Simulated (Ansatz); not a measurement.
AlNCl3H3⁺, that is Al(NH3)Cl3 with one electron fewer. Total charge 1; doublet. Geometry r2SCAN-D4/def2-SVP, that of the neutral singlet; atoms count from 1.

```tsv
atom	x (Å)	y (Å)	z (Å)
Al1	-0.2373	-0.5045	0.8336
N2	0.2388	0.5077	-0.8390
H3	0.2337	-0.1012	-1.6622
H4	1.1720	0.9242	-0.7747
H5	-0.4219	1.2687	-1.0198
Cl6	0.0224	1.0154	2.2906
Cl7	1.2250	-2.0406	0.7841
Cl8	-2.2327	-1.0697	0.3875
```

Estimate the Mulliken populations from the PBE0/def2-TZVP orbitals of Ansatz.


```csv
atom,charge (e),spin (α − β)
Al1,0.51,-0.07
N2,-0.53,0.00
H3,0.32,0.00
H4,0.32,0.00
H5,0.32,0.00
Cl6,0.02,0.36
Cl7,0.02,0.36
Cl8,0.02,0.36
```
Mulliken values and Mayer orders depend strongly on the basis.

Where does the spin sit?

Summed by element: Al -0.07, N 0.00, H 0.00, Cl 1.07, of 1 unpaired in all. Largest on single atoms: Cl6 0.36, Cl7 0.36, Cl8 0.36.

And the Mayer bond orders between bonded heavy atoms (over 0.3)?

Al1–N2 0.66 (2.01 Å); Al1–Cl6 1.09 (2.12 Å); Al1–Cl7 1.09 (2.12 Å); Al1–Cl8 1.09 (2.12 Å).
